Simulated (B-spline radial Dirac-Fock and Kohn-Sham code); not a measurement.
## What relativity does to the binding energies of Pd³⁹⁺

System: palladium as Pd³⁹⁺ in the configuration [He] 2s2 2p3.

Both columns are ΔSCF binding energies of the configuration average from a radial finite-basis atomic code: non-relativistic Hartree-Fock with a point nucleus, and Dirac-Fock with a finite nucleus and the Coulomb interaction alone, averaged over the two j levels with weights 2j+1.

```
shell  Hartree-Fock (eV)  Dirac-Fock (eV)  shift (eV)  shift (%)
   1s            26698.5          27473.0     +774.53      +2.90
   2s             6001.1           6218.7     +217.64      +3.63
   2p             5858.6           5942.0      +83.39      +1.42
```

Relativity binds 1s, 2s, 2p more strongly, among those listed most of all 2s in relative terms.

Values without a named source are computed, but for edge energies of neutral atoms, which are taken from tables.
